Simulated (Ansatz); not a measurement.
The cluster V₃O₃⁺. Total charge 1; singlet. Geometry PBE-D4/def2-SVP, basis def2-TZVP, Ansatz.

```xyz
6

V    -0.927   -0.063   -0.656
V     0.347    1.357    0.311
V     0.530   -1.296    0.308
O     1.412    0.097    0.999
O    -0.004   -1.618   -1.288
O    -1.358    1.523    0.326
```

```json
{"run": "A", "HOMO (eV)": "-11.03", "LUMO (eV)": "-8.26"}
{"run": "B", "HOMO (eV)": "-9.91", "LUMO (eV)": "-9.12"}
{"run": "C", "HOMO (eV)": "-10.50", "LUMO (eV)": "-8.44"}
{"run": "D", "HOMO (eV)": "-10.01", "LUMO (eV)": "-8.88"}
{"run": "E", "HOMO (eV)": "-11.16", "LUMO (eV)": "-7.90"}
{"run": "F", "HOMO (eV)": "-13.63", "LUMO (eV)": "-5.82"}
```

B3LYP takes the VWN-RPA correlation. No other spin state of charge 1 was run. Another isomer (singlet) lies 0.31 eV lower at PBE0-D4/def2-TZVP; other spin states weren't run for this one.

Task: The runs used B3LYP, PBE, PBE0, r2SCAN, r2SCANh, ωB97M-V. Estimate which is which.

Result: A B3LYP (20 % exact exchange); B PBE (0 % exact exchange); C r2SCANh (10 % exact exchange); D r2SCAN (0 % exact exchange); E PBE0 (25 % exact exchange); F ωB97M-V (range-separated). Exact exchange lowers occupied and raises empty levels; among semilocal functionals meta-GGAs tend to open the gap a little, and such runs are hard to tell apart. The gap grows from 0.79 eV (PBE) to 7.80 eV (ωB97M-V). The restricted singlet is unstable towards broken spin symmetry in Hartree–Fock (as tested in another run); at B3LYP-D4/def2-TZVP, PBE-D4/def2-TZVP, r2SCANh-D4/def2-TZVP, r2SCAN-D4/def2-TZVP and others this wasn't settled.
